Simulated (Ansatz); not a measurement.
C$_{3}$H$_{3}$AlClFO$_{2}$, SMILES `[F][Al-]1([Cl])[O]C=CC=[O+]1` at its PBE0-D4/def2-TZVP geometry, where that method's forces vanish. Charge 0, multiplicity 1.

```xyz
11

F     1.3512    2.5224   -0.6654
Al    1.3795    0.8842   -0.5128
Cl    3.1547   -0.1303   -0.9605
O    -0.0057    0.1711   -1.4370
C    -0.9831   -0.4557   -0.9254
C    -1.1720   -0.6917    0.4298
C    -0.2718   -0.2285    1.3800
O     0.7885    0.4247    1.1367
H    -1.7264   -0.8287   -1.6352
H    -2.0449   -1.2399    0.7531
H    -0.4699   -0.4276    2.4366
```

Q: What forces (eV/Å) does ωB97M-V/def2-TZVPP give on these atoms in Ansatz? (Estimate.)

A: The calculation gave: 
```
F1  -0.002  0.126 -0.012
Al2  0.064 -0.027 -0.017
Cl3  0.055 -0.030 -0.014
O4   0.072  0.050 -0.075
C5  -0.180 -0.102 -0.016
C6  -0.143 -0.091  0.053
C7  -0.133 -0.089  0.132
O8   0.098  0.059  0.011
H9   0.072  0.036  0.058
H10  0.072  0.045 -0.027
H11  0.025  0.022 -0.093
```
